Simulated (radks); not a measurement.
Values are calculated unless marked as measured or tabulated.
Initial-state core-level shifts of the mercury ion Hg+ when its valence configuration changes from [Xe] 4f14 5d10 6s1. Code: a radial shooting solver on a logarithmic mesh with Libxc functionals. Model: scalar-relativistic Kohn-Sham, BLYP, spin-polarised, spherical densities, point nucleus; open shells are filled with parallel spins first (spin-orbit coupling, left out, can overturn this in heavy ions). Shifts are changes of the shell-averaged eigenvalues in eV (positive: less bound).

valence                     1s       2p       3d       5s
4f13 5d10 6s2          -16.786  -17.982  -19.989   -7.895
4f14 5d9 6s2            -3.692   -3.841   -3.804   -3.539
4f14 5d10 6p1           -1.865   -1.825   -1.837   -1.853
4f14 5d8 6s1 6p2       -10.884  -11.149  -11.083  -10.454
4f14 5d10 6s0.5 6p0.5   -0.946   -0.926   -0.931   -0.940
4f12 5d10 6s1 6p2      -37.989  -40.403  -44.529  -19.532
4f14 5d9 6s1.5 6p0.5    -4.591   -4.724   -4.692   -4.429
4f14 5d9.5 6s1.5        -1.821   -1.893   -1.876   -1.753
4f13 5d8 6s2 6p2       -28.560  -30.070  -31.973  -18.978
